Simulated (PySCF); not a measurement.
Isomers of C8H10FN, from PBE0-D3(BJ)/def2-SVP geometry optimisation, gas phase (PySCF). One conformer each, no zero-point energy, no frequencies.

Question: Which is lowest in electronic energy at this level?
A. `[H]/[N:8]=[C:7]1/[CH2:6][CH2:5][CH2:4][C@@H:3]([C:2]#[CH:1])[C@@H:9]1[F:10]` with C2–C3–C4–C5 180°, C3–C4–C5–C6 56°, C4–C5–C6–C7 -55°, C5–C6–C7–N8 -124°: A = 2010, B = 1160, C = 779.2 MHz, dipole 2.64 D
B. `[CH3:1][NH:2][c:3]1[cH:4][cH:5][cH:6][c:7]([F:8])[c:9]1[CH3:10]` with C1–N2–C3–C4 7°: A = 2235, B = 1072, C = 731.5 MHz, dipole 3.00 D
C. `CN(C)C1=CC=CC(F)=C1`: A = 2488, B = 939.8, C = 688.1 MHz, dipole 3.23 D

Answer: B. That is `CNc1cccc(F)c1C`, 9.0 kcal/mol below the next.

```csv
SMILES,mapped SMILES,E (Eh),relative (kcal/mol),relative (kJ/mol),dipole (D)
CNc1cccc(F)c1C,[CH3:1][NH:2][c:3]1[cH:4][cH:5][cH:6][c:7]([F:8])[c:9]1[CH3:10],-464.62311,0.0,0.0,3.00
CN(C)c1cccc(F)c1,[CH3:1][N:2]([CH3:3])[c:4]1[cH:5][cH:6][cH:7][c:8]([F:9])[cH:10]1,-464.60874,9.0,37.7,3.23
[H]/N=C1/CCC[C@@H](C#C)[C@@H]1F,[H]/[N:8]=[C:7]1/[CH2:6][CH2:5][CH2:4][C@@H:3]([C:2]#[CH:1])[C@@H:9]1[F:10],-464.53622,54.5,228.1,2.64
```

As drawn, the lowest has an aromatic ring, which the highest lacks; the highest has a C≡C bond and a C=N bond, which the lowest lacks.
